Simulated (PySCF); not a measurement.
Cl3GeH3Si.

```xyz
8

Si     0.0000     0.0000     2.3741
Ge     0.0000     0.0000    -0.0156
Cl     1.7493     1.0100    -0.8079
Cl    -1.7493     1.0100    -0.8079
Cl     0.0000    -2.0200    -0.8079
H      1.2278    -0.7089     2.8211
H     -1.2278    -0.7089     2.8211
H      0.0000     1.4178     2.8211
```

Geometry optimised at B3LYP-D3(BJ)/def2-SVP.

Level of theory: PBE/pcSseg-1 (PySCF). Non-relativistic, no solvent.

Computed absolute GIAO shielding of each atom: isotropic value and principal components (ppm):
| atom | σ(iso) | σ11 | σ22 | σ33 | span |
|---|---|---|---|---|---|
| Si1 | 410.4 | 394.2 | 394.2 | 442.7 | 48.4 |
| Ge2 | 1074.2 | 1062.2 | 1080.3 | 1080.3 | 18.1 |
| Cl3 | 677.0 | 499.6 | 611.5 | 919.8 | 420.2 |
| Cl4 | 677.0 | 499.6 | 611.5 | 919.8 | 420.2 |
| Cl5 | 677.0 | 499.6 | 611.5 | 919.8 | 420.3 |
| H6 | 27.1 | 23.3 | 25.3 | 32.6 | 9.3 |
| H7 | 27.1 | 23.3 | 25.3 | 32.6 | 9.3 |
| H8 | 27.1 | 23.3 | 25.3 | 32.6 | 9.3 |
